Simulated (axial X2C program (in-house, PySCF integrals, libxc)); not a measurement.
SnI: cheaper levels and CCSD(T), two-component

Computed with an in-house relativistic program for diatomic molecules. Two-component (2c) means X2C with spin–orbit coupling and atomic mean-field two-electron Coulomb and Gaunt terms. Basis: I dyall-cv3z [11s12p8d4f1g], Sn dyall-cv3z [11s12p9d4f1g] (cores contracted in-house); Gaussian nuclei, density fitting, unrestricted open shells. Masses: I 126.904 u, Sn 119.902 u.

State: Ω = 1/2 (⟨Sz⟩ = -0.50, ⟨Lz⟩ = 1.00 at HF); fragments I + Sn.

```tsv
level	Re (Å)	ωe (cm⁻¹)
PBE0	2.722	194.0
HF	2.761	187.4
MP2	2.739	195.3
CCSD	2.747	192.6
PBE50	2.703	200.3
```

Correlated methods: 11 electrons correlated (number of frozen shells: I 4 s, 3 p, 2 d; Sn 4 s, 3 p, 2 d), 307 virtual spin orbitals or spinors in MP2, 90 natural virtuals in coupled cluster.

CCSD(T), same Hamiltonian and basis:

Re = 2.748 Å, ωe = 192.3 cm⁻¹; T1 = 0.016 (Lee–Taylor normalisation).

Task: Give the differences from CCSD(T) in the columns below.

Result: 

| level | ΔRe (Å) | Δωe (cm⁻¹) |
| --- | --- | --- |
| PBE0 | -0.026 | 1.7 |
| HF | 0.013 | -4.9 |
| MP2 | -0.009 | 3.0 |
| CCSD | -0.001 | 0.3 |
| PBE50 | -0.045 | 8.0 |

The state is one determinant whose occupation by symmetry is held fixed; it was picked as the lowest of a PBE0 search that is not exhaustive. De is not given where an atomic determinant may have missed its ground term or J level, or where the truncated virtual space spoils (T). Density functionals use the spin component along the axis (collinear). Coupled cluster ran in a truncated set of natural virtual spinors; the MP2 energy of the rest was added. (T) has no such correction and the atoms are truncated less, which lowers De at CCSD(T) by a hundredth of an eV or more. The functionals have no current-density term, which raises determinants with orbital currents, atoms included. With the outer-core shells frozen, correlated bond lengths of heavy atoms tend to come out a few hundredths of an ångström too long.
